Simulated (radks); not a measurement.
The numbers below are computed, except where a source is named.
Problem. Species: Pb60+. Configuration: [Ar] 3d4. Level of theory: scalar-relativistic Kohn-Sham, r2SCAN, spin-polarised, spherical densities, finite nucleus; open shells are filled with parallel spins first (spin-orbit coupling, left out, can overturn this in heavy ions); meta-GGA in the generalised Kohn-Sham scheme; Fermi nuclear charge, rms radius 5.5012 fm (a radial shooting solver on a logarithmic mesh with Libxc functionals). Some entries of the table are withheld. Estimate them.

| orbital | occ. | eigenvalue (eV) | <1/r> (bohr^-1) | r(max) (bohr) |
|---|---|---|---|---|
| 1s up | 1 | -92454.58 | 101.3 | 0.009845 |
| 1s down | 1 | -92454.52 | 101.3 | 0.009845 |
| 2s up | 1 | -19983.75 | 23.94 | 0.05701 |
| 2s down | 1 | -19952.07 | 23.97 | 0.05697 |
| 2p up | 3 | (1) | 21.01 | 0.04746 |
| 2p down | 3 | (2) | 21.04 | 0.04741 |
| 3s up | 1 | -7554.136 | 9.342 | (3) |
| 3s down | 1 | -7520.201 | 9.302 | (4) |
| 3p up | 3 | -6901.469 | 8.503 | 0.1555 |
| 3p down | 3 | -6866.784 | 8.467 | 0.1557 |
| 3d up | 4 | -6324.040 | (5) | 0.1249 |
| 3d down | 0 | -6278.319 | (6) | 0.1252 |

Solution. 
(1) 2p up eigenvalue (eV): -17751.53
(2) 2p down eigenvalue (eV): -17725.99
(3) 3s up r(max) (bohr): 0.1566
(4) 3s down r(max) (bohr): 0.1568
(5) 3d up <1/r> (bohr^-1): 7.978
(6) 3d down <1/r> (bohr^-1): 7.958
